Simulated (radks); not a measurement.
The mean radii <r> (bohr) of the occupied orbitals of an atom or ion are listed with their occupations. All-electron calculation, scalar-relativistic Kohn-Sham, r2SCAN, spin-unpolarised, spherical densities, finite nucleus; meta-GGA in the generalised Kohn-Sham scheme; Fermi nuclear charge, rms radius of each element as measured or else 0.836 A^(1/3) + 0.57 fm. Program: a radial shooting solver on a logarithmic mesh with Libxc functionals.

orbital  occ.      <r>
1s          2  0.05846
2s          2   0.2663
2p          6   0.2353
3s          2   0.8155
3p          6   0.8669
3d          7    1.208

Name the element and its charge.

Answer. Z = 26, iron, charge +1: Fe+ in [Ar] 3d7. The 1s radius gives Z: for a bare nucleus <r> = (2 gamma + 1)/(2Z) with gamma = sqrt(1 - (Z/c)^2), 0.05699 bohr for Z = 26, and screening makes it slightly larger (0.05846 here). The occupations add up to 25, and the charge is Z minus that.
